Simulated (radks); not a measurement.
Results of a calculation; reference values are marked as such.
The tellurium ion Te21+, 31 electrons, occupied as [Ar] 3d10 4s2 4p1.

Code: a radial shooting solver on a logarithmic mesh with Libxc functionals. Model: scalar-relativistic Kohn-Sham, revPBE, spin-polarised, spherical densities, point nucleus; open shells are filled with parallel spins first (spin-orbit coupling, left out, can overturn this in heavy ions).

Energy parts (hartree):
| part | energy |
|---|---|
| total | -6603.03731 |
| kinetic | 6927.71456 |
| electron-nucleus | -15248.84873 |
| Hartree | 1872.86156 |
| exchange-correlation | -154.76471 |

Orbitals (lengths in bohr, moments of r in powers of bohr; r(max) is where P^2 peaks; r(90%) holds 90 % of the orbital's charge):
orbital	occ.	eigenvalue (hartree)	r(max)	r(90%)
1s up	1	-1185.268	0.01793	0.0500
1s down	1	-1185.251	0.01793	0.0500
2s up	1	-200.6942	0.1013	0.185
2s down	1	-200.6848	0.1013	0.185
2p up	3	-182.5250	0.08116	0.170
2p down	3	-182.5092	0.08117	0.170
3s up	1	-56.75702	0.2907	0.467
3s down	1	-56.73817	0.2908	0.466
3p up	3	-50.83632	0.2839	0.472
3p down	3	-50.81465	0.2839	0.472
3d up	5	-42.01081	0.2346	0.453
3d down	5	-41.98961	0.2346	0.453
4s up	1	-24.54080	0.6547	0.956
4s down	1	-24.39726	0.6536	0.957
4p up	1	-22.41972	0.6732	0.993
4p down	0	-22.27727	0.6722	0.994
4d up	0	-19.28380	0.6852	1.04
4d down	0	-19.14857	0.6842	1.04
4f up	0	-16.04195	0.6226	1.05
4f down	0	-15.92259	0.6189	1.05
5s up	0	-13.70570	1.207	1.63
5s down	0	-13.64887	1.207	1.63
5p up	0	-12.75696	1.254	1.70
5p down	0	-12.70046	1.254	1.70

The highest occupied level is 4p up at -610.07 eV. Summed over all electrons, <r^2> = 3.597 bohr^2, which gives a Langevin (diamagnetic) susceptibility term of -2.85 x 10^-6 cm^3/mol. For comparison, the ionisation energy in NIST's Atomic Spectra Database is 633 eV (theoretical). In exact Kohn-Sham theory the highest level is minus the ionisation energy, but local and semilocal functionals leave it too shallow, through self-interaction and a potential that decays too fast; potentials with the right tail come closer. Spin moment in Bohr magnetons: 1.
